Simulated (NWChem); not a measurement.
hydrogen telluride (H2Te); SMILES [TeH2]

```xyz
3

Te     0.0000     0.0000     0.0434
H      1.1785     0.0000    -1.1297
H     -1.1785     0.0000    -1.1297
```
Atoms are numbered in this order, from 1.

All runs: NWChem. Structure relaxed at the PBE0/def2-SVP level. def2 effective core potentials on Te; no spin-orbit coupling. Ions are spin-unrestricted doublets at the neutral geometry; other ion states weren't tried. Functional: LC-ωPBE (HJS hole) with def2-SVP; rows give the range parameter ω in 1/bohr.

Q: At which range parameter does −ε(HOMO) equal the ΔSCF ionisation energy (optimal tuning)?

A: about 0.42 per bohr, by linear interpolation in these runs:
| range parameter (1/bohr) | vertical ionisation energy, ΔSCF (eV) | −ε(HOMO) (eV) | ΔSCF minus −ε(HOMO) (eV) |
|---|---|---|---|
| 0.15 | 8.92 | 7.41 | 1.51 |
| 0.20 | 8.93 | 7.91 | 1.02 |
| 0.25 | 8.94 | 8.30 | 0.64 |
| 0.50 | 9.03 | 9.34 | -0.31 |
| 0.60 | 9.05 | 9.51 | -0.46 |
